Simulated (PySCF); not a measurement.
**How methods differ on the ionisation energy of Tb**

Tb [Xe] 4f9 6s2 [4f5/2^6 4f7/2^3, M_J = 15/2] → Tb⁺ [Xe] 4f9 6s1 [4f5/2^6 4f7/2^3 6s1/2^1, M_J = 8], as a difference of total energies. Calculation: PySCF 2.14, in x2c-QZVPPall-2c; the two-component X2C-1e Hamiltonian. Correlated levels: [Ar] 3d10 frozen; the 40 highest virtual spinors dropped. "Screened" scales the spin-orbit matrix elements by Boettger's factors to mimic the two-electron term; Breit and QED terms are absent.

| method | ionisation energy (eV) | error (eV) |
| --- | --- | --- |
| GHF (spin-free) | 4.790 | -1.074 |
| GMP2 (spin-free) | 5.833 | -0.031 |
| GHF (screened spin-orbit) | 4.792 | -1.072 |
| GMP2 (screened spin-orbit) | 5.834 | -0.030 |

Reference: 5.864 eV (measured; NIST Atomic Spectra Database, ionization energies).

The spin-free rows relax to the high-spin LS determinant and lack the spin-orbit shift.

The labels give the starting determinants; with spin-orbit coupling the two ends relaxed to ⟨J²⟩ = 63.78, ⟨L²⟩ = 30.56, ⟨S²⟩ = 8.64 and ⟨J²⟩ = 72.03, ⟨L²⟩ = 30.55, ⟨S²⟩ = 11.85.
